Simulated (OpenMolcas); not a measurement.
**S2+: Slater's ratio, worked from levels**

```json
{"Program": "OpenMolcas", "Basis": "ANO-RCC-VDZP [4s3p1d]", "Scalar Hamiltonian": "DKH2, point nucleus", "Active space": "4 electrons in 4 orbitals (3s 3p)", "State averaging": "2S+1 = 3 even, 6 roots; 2S+1 = 1 even, 12 roots; 2S+1 = 5 odd, 1 root; 2S+1 = 3 odd, 9 roots; 2S+1 = 1 odd, 8 roots", "Spin-orbit coupling": "state interaction with AMFI integrals over the reference wave functions, term energies averaged over their components"}
```

Methods: CASSCF; MS-CASPT2, IPEA 0.25 Eh, imaginary shift 0.1 Eh (closed shells correlated: 2s 2p). Measured levels: NIST levels in Podobedova, Kelleher and Wiese, J. Phys. Chem. Ref. Data 38, 171 (2009).

**Slater's ratio.** With one set of orbitals, p2 has ¹D - ³P = 6 F2 and ¹S - ¹D = 9 F2 (F2 = F²/25), a ratio of 3/2. Term energies are centres of gravity, weighted by 2J + 1.

| Source | ¹D - ³P | ¹S - ³P | F2 from the first | Ratio |
| --- | --- | --- | --- | --- |
| CASSCF | 13692 | 25316 | 2282 | 0.849 |
| MS-CASPT2 | 11926 | 26565 | 1988 | 1.227 |
| measured | 10760 | 26599 | 1793 | 1.472 |

Energies in cm-1. A ratio away from 3/2 shows effects beyond one configuration with one set of orbitals, and in heavier atoms second-order spin-orbit shifts. In CASSCF the valence s occupation is 1.90 in ¹S against 1.97 in ¹D: mixing out of s² acts most on ¹S and pulls it down.

CASPT2 does not keep the components of a term degenerate, so their means are used; among the terms shown or strongly mixed into the levels shown the widest spread is 42 cm-1 (3s² 3p² ¹D, MS-CASPT2). Over all roots computed the reference weight is 0.85 to 0.99 in MS-CASPT2; the roots of lowest weight are the least certain, and an intruder state may touch them. Measured partners are found by configuration, term and J. A level has none where our copy of the source lacks it or the pairing is in doubt (some pairs that miss far off the trend of their configuration count as doubtful), and it then counts in no deviation. Levels of configurations outside the active space are missing.
